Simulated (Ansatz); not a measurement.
Species: CHCl2, charge 1, multiplicity 1. 
Structure (B3LYP-D3(BJ)/def2-TZVP (Ansatz, a program for electronic structure) minimum search):
```xyz
4

Cl    -1.4337    -0.1780     0.0194
C     -0.0093     0.6051    -0.0265
Cl     1.4385    -0.1352    -0.0057
H     -0.0259     1.6932    -0.0740
```
Charge +1, spin multiplicity 1.

Basis-set convergence of Hartree-Fock and CCSD correlation energies (hartree) with Ansatz. Cores are frozen in the correlated levels unless marked. Spin-orbit coupling is left out. No relativistic terms.

```tsv
basis	functions	E(HF)	E(corr, CCSD)
cc-pV(D+d)Z	65	-957.10875	-0.43579
cc-pV(T+d)Z	122	-957.15435	-0.55611
cc-pV(Q+d)Z	213	-957.16447	-0.59628
```

Extrapolating the two largest sets (X = 3 and 4) as X^-3: E(corr) = (64·(-0.59628) - 27·(-0.55611))/37 = -0.6256 Eh, an estimate of the basis-set limit. The largest set recovers 95.3 % of it, the smallest 69.7 %.
